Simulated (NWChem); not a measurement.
All runs are NWChem calculations. System: H₄HfO₂, charge 0, spin multiplicity 1, at a geometry optimised with B3LYP/def2-SVP with def2 effective core potentials on Hf. The structure started from a generated list of species. Level: MP2/def2-TZVPP with def2 effective core potentials on Hf, 2 core orbitals frozen.

Part of the output:

```
             Northwest Computational Chemistry Package (NWChem) 7.3.0
             --------------------------------------------------------

                                NWChem Input Module
                                -------------------

 Scaling coordinates for geometry "geometry" by  1.889725989
 (inverse scale =  0.529177249)

 Turning off AUTOSYM since
 SYMMETRY directive was detected!

                             Geometry "geometry" -> ""
                             -------------------------

 Output coordinates in angstroms (scale by  1.889725989 to convert to a.u.)

  No.       Tag          Charge          X              Y              Z
 ---- ---------------- ---------- -------------- -------------- --------------
    1 Hf                  72.0000     0.00000000     0.00000000    -0.18311200
    2 O                    8.0000     1.64987300     0.00000000     0.80055700
    3 H                    1.0000     2.34442500     0.00000000     1.46183900
    4 O                    8.0000    -1.64987300     0.00000000     0.80055700
    5 H                    1.0000    -2.34442500     0.00000000     1.46183900
    6 H                    1.0000     0.00000000    -1.51323600    -1.27425800
    7 H                    1.0000     0.00000000     1.51323600    -1.27425800

 Effective nuclear repulsion energy (a.u.)     412.3783195469

            Nuclear Dipole moment (a.u.)
            ----------------------------
        X                 Y               Z
 ---------------- ---------------- ----------------
     0.0000000000     0.0000000000     0.0000188973

      Symmetry information
      --------------------

 Group name             C2v
 Group number             16
 Group order               4
 No. of unique centers     4

      Symmetry unique atoms

     1    2    3    6


 Summary of "ao basis" -> "" (spherical)
 ------------------------------------------------------------------------------
       Tag                 Description            Shells   Functions and Types
 ---------------- ------------------------------  ------  ---------------------
 *                         def2-tzvpp                 on all atoms

 Summary of "ao basis" -> "ao basis" (spherical)
 ------------------------------------------------------------------------------
       Tag                 Description            Shells   Functions and Types
 ---------------- ------------------------------  ------  ---------------------
[...]
    2 O    8     8.61   0.79  1.18  0.55  0.91  0.29  1.87  2.06  0.96  0.00  0.01  0.00
    3 H    1     0.78   0.24  0.38  0.04  0.02  0.07  0.01
    4 O    8     8.61   0.79  1.18  0.55  0.91  0.29  1.87  2.06  0.96  0.00  0.01  0.00
    5 H    1     0.78   0.24  0.38  0.04  0.02  0.07  0.01
    6 H    1     1.26   0.23  0.60  0.41  0.00  0.01  0.00
    7 H    1     1.26   0.23  0.60  0.41  0.00  0.01  0.00

       Multipole analysis of the density wrt the origin
       ------------------------------------------------

     L   x y z        total         open         nuclear
     -   - - -        -----         ----         -------
     0   0 0 0     -0.000000      0.000000     32.000000

     1   1 0 0     -0.000000      0.000000      0.000000
     1   0 1 0     -0.000000      0.000000      0.000000
     1   0 0 1      1.263631      0.000000     20.761909

     2   2 0 0    -23.753961      0.000000    194.787102
     2   1 1 0      0.000000      0.000000      0.000000
     2   1 0 1      0.000000      0.000000      0.000000
     2   0 2 0    -31.599383      0.000000     16.354640
     2   0 1 1      0.000000      0.000000      0.000000
     2   0 0 2    -26.087164      0.000000     64.914941

                   NWChem MP2 Semi-direct Energy/Gradient Module
                   ---------------------------------------------

  Basis functions       =    174
  Molecular orbitals    =    174
  Frozen core           =      2
  Frozen virtuals       =      0
  Active alpha occupied =     14
  Active beta occupied  =     14
  Active alpha virtual  =    158
  Active beta virtual   =    158
  Use MO symmetry       = T
  Use skeleton AO sym   = T

  AO/Fock/Back tols     =   1.0D-09  1.0D-09  1.0D-09

 GA uses MA = F    GA memory limited = T

 Available:
  local mem=  1.26D+08
 global mem=  1.44D+08
 local disk=  0.00D+00
  mp2_memr nvloc                   158
  nvloc new                   158
   1 passes of  14:        7340032                     244518                 106343238.
   1 passes of  14: M    126122251           G      144118648           F     118782219.

 Semi-direct pass number   1 of   1  for RHF alpha+beta  at        6.3s
  vrange nnbf                 14133
  mp2_eaftype                   405  avail_ma_in_mb                  1099
 EAF : mp2_eaftype filesize         405   53171619.
  mp2_eaf for mointskh                    405
Node 0 wrote    250.1 Mb in      0.3 s     Agg I/O rate:  1000.3 Mb/s
 Done moints_semi at       16.4s
  mp2_eaftype                   405  avail_ma_in_mb                   694
 EAF : mp2_eaftype filesize         405   53171619.
  mp2_eaf for kh                   405
 Done maket at       17.0s
 Done multipass loop at       17.0s

          -------------------------------------------
          SCF energy                -199.724097215335
          Correlation energy          -0.813496686670
          Singlet pairs               -0.495852757080
          Triplet pairs               -0.317643929590
          Total MP2 energy          -200.537593902006
          -------------------------------------------

          ---------------------------------------------------
                    Spin Component Scaled (SCS) MP2
          Same spin pairs                     -0.211762619727
          Same spin scaling factor             0.333333333333
          Opposite spin pairs                 -0.601734066943
          Opposite spin scaling fact.          1.200000000000
          SCS-MP2 correlation energy          -0.792668420241
          Total SCS-MP2 energy              -200.516765635576
          ---------------------------------------------------

 -----------------------
 Performance information
 -----------------------

 Timer overhead =  1.01D-07 seconds/call

               Nr. of calls         CPU time (s)                 Wall time (s)                GFlops
             ---------------    -------------------     ------------------------------   -------------------
Name         Min   Avg   Max    Min     Avg     Max     Min     Avg     Max   Mx/calls   Min     Max     Sum
mp2: moin     1     1     1    10.     10.     10.      10.     10.     10.     10.      0.0     0.0     0.0
mp2: make     1     1     1   0.63    0.63    0.63     0.63    0.63    0.63    0.63      0.0     0.0     0.0
mp2: tota     1     1     1    11.     11.     11.      11.     11.     11.     11.      0.0     0.0     0.0

 The average no. of pstat calls per process was 3.00D+00
 with a timing overhead of 3.04D-07s

 Task  times  cpu:       17.0s     wall:       17.0s

 Total times  cpu:       17.0s     wall:       17.0s
```

Write an NWChem input that would produce this output.

This is not unique; one that fits is 
```
start mol
memory heap 200 mb stack 900 mb global 1100 mb
geometry units angstroms nocenter noautoz
  Hf     0.000000     0.000000    -0.183112
  O      1.649873     0.000000     0.800557
  H      2.344425     0.000000     1.461839
  O     -1.649873     0.000000     0.800557
  H     -2.344425     0.000000     1.461839
  H      0.000000    -1.513236    -1.274258
  H      0.000000     1.513236    -1.274258
  symmetry group C2v
end
basis spherical
  * library def2-tzvpp
end
ecp
  Hf library def2-ecp
end
scf
  rhf
  nopen 0
  maxiter 100
  thresh 1e-7
  semidirect memsize 60000000 filesize 0
end
mp2
  freeze core 2
end
task mp2 energy
```
